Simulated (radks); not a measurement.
Results of a calculation; reference values are marked as such.
Neutral terbium inside a hard spherical wall (all orbitals vanish at R), configuration held at [Xe] 4f9 6s2 and not refilled when levels cross. Code: a radial shooting solver on a logarithmic mesh with Libxc functionals. Model: scalar-relativistic Kohn-Sham, PBE, spin-unpolarised, spherical densities, finite nucleus; Fermi nuclear charge, rms radius 5.06 fm. Eigenvalues in eV, with the zero of energy where the potential of the charges vanishes at infinity; a dash marks a level that is unbound or too diffuse for the functional's potential to be trusted. A positive occupied level is held by the wall or, in an anion where self-interaction has pushed it up, behind a barrier. The pressure on the wall is -dE/dV.

R (bohr),E (hartree),kinetic (hartree),e(5s),e(5p),e(6s),e(4f),"e(5d, empty)","e(6p, empty)",pressure (GPa)
free,-11708.0182,12599.280,-47.476,-24.833,-3.705,-3.033,-1.302,-1.173,0
15,-11708.0182,12599.280,-47.473,-24.830,-3.703,-3.031,-1.298,-1.155,0.000208
12,-11708.0178,12599.284,-47.439,-24.796,-3.677,-2.997,-1.262,-1.061,0.00643
10,-11708.0154,12599.304,-47.300,-24.659,-3.566,-2.861,-1.127,-0.792,0.0620
8,-11708.0001,12599.399,-46.777,-24.144,-3.079,-2.348,-0.623,0.140,0.609
4,-11707.1189,12602.788,-39.691,-17.403,11.290,5.194,8.088,21.210,157
3.5,-11706.3237,12605.789,-36.129,-13.879,21.688,9.390,13.197,34.750,437
2,-11686.3803,12672.267,13.935,43.734,193.26,63.410,91.031,228.68,27200
1.5,-11636.5281,12821.473,117.17,163.28,497.21,139.35,234.97,549.99,200000
